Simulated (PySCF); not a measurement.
**Frontier orbitals and the lowest excitations**

C₇H₇NP (charge +1).
Atom-mapped SMILES: `[CH:1]1=[CH:2][PH+:3]1[c:4]1[cH:5][cH:6][cH:7][n:8][cH:9]1` (hydrogens: H10 on C1; H11 on C2; H12 on P3; H13 on C5; H14 on C6; H15 on C7; H16 on C9)

Structure used (GFN2-xTB), in Å, numbered top down from 1:
```xyz
16
C7H7NP angstrom
C      2.835   -0.976    0.005
C      2.966    0.306   -0.324
P      1.440   -0.386   -0.941
C     -0.148   -0.028   -0.170
C     -1.321   -0.097   -0.924
C     -2.518    0.186   -0.291
C     -2.488    0.521    1.060
N     -1.370    0.584    1.764
C     -0.225    0.322    1.184
H      3.287   -1.793    0.529
H      3.593    1.170   -0.231
H      1.422   -0.724   -2.281
H     -1.295   -0.363   -1.972
H     -3.451    0.147   -0.829
H     -3.393    0.750    1.604
H      0.658    0.390    1.806
```

The calculation used TDDFT CAM-B3LYP/def2-SVPD, vertical, gas phase, core orbitals frozen in the response in PySCF.

Frontier orbitals with the atoms that hold most of them (Löwdin shares over 4%, at most four atoms; ? is withheld):

```json
{"orbital": "LUMO+2", "ε (eV)": "-3.85", "atoms": "C5 20%, N8 20%, C6 14%, C9 13%"}
{"orbital": "LUMO+1", "ε (eV)": "-4.92", "atoms": "C2 33%, C1 33%, P3 11%, H11 5%"}
{"orbital": "LUMO", "ε (eV)": "-5.09", "atoms": "?"}
{"orbital": "HOMO", "ε (eV)": "?", "atoms": "?"}
{"orbital": "HOMO-1", "ε (eV)": "-13.22", "atoms": "C6 22%, C7 18%, C4 17%, C9 17%"}
{"orbital": "HOMO-2", "ε (eV)": "-14.02", "atoms": "C5 26%, N8 23%, C4 14%, C6 11%"}
{"orbital": "HOMO-3", "ε (eV)": "-15.60", "atoms": "C1 29%, C2 29%, P3 13%, C4 8%"}
```

Problem. Give the leading atoms of the LUMO.

Solution. P3 (bonded to 3 C and H) 23%; C4 (bonded to 2 C and P) 12%; C7 (bonded to C, N and H) 12%; C5 (bonded to 2 C and H) 9%. By element: carbon 33% or more, phosphorus 23%.

Problem. Which atoms hold the HOMO, and with what shares?

Solution. N8 (bonded to 2 C) 60%; C7 (bonded to C, N and H) 11%; C9 (bonded to C, N and H) 10%; C6 (bonded to 2 C and H) 5%. By element: nitrogen 60%, carbon 26% or more.

Problem. What is the HOMO energy, and the HOMO–LUMO gap?

Solution. ε(HOMO) = -12.86 eV; the gap is 7.77 eV (0.2855 hartree).

Problem. How does S1 compare with the orbital gap of 7.77 eV?

Solution. S1 is at 4.30 eV (f = 0.0001), 3.47 eV below the gap, made of HOMO→LUMO (88%), HOMO→LUMO+4 (11%). Without the coupling terms of the response equations the lowest excitation would equal the gap.

Problem. Give energy, strength and leading configuration of S1 and S6, and follow the Löwdin shares of the leading atoms from the occupied to the empty orbital.

Solution. 
- S1 (4.30 eV, f 0.0001), HOMO→LUMO (88%): N8 60% → at most 10%, C7 11% → 12%, P3 at most 5% → 23%, C4 at most 5% → 12%
- S6 (6.06 eV, f 0.0018), HOMO→LUMO+1 (70%): N8 60% → at most 5%, C7 11% → at most 5%, C2 at most 5% → 33%, C1 at most 5% → 33%

Löwdin shares depend on the basis, the more so with diffuse functions.

One conformer stands for the species.
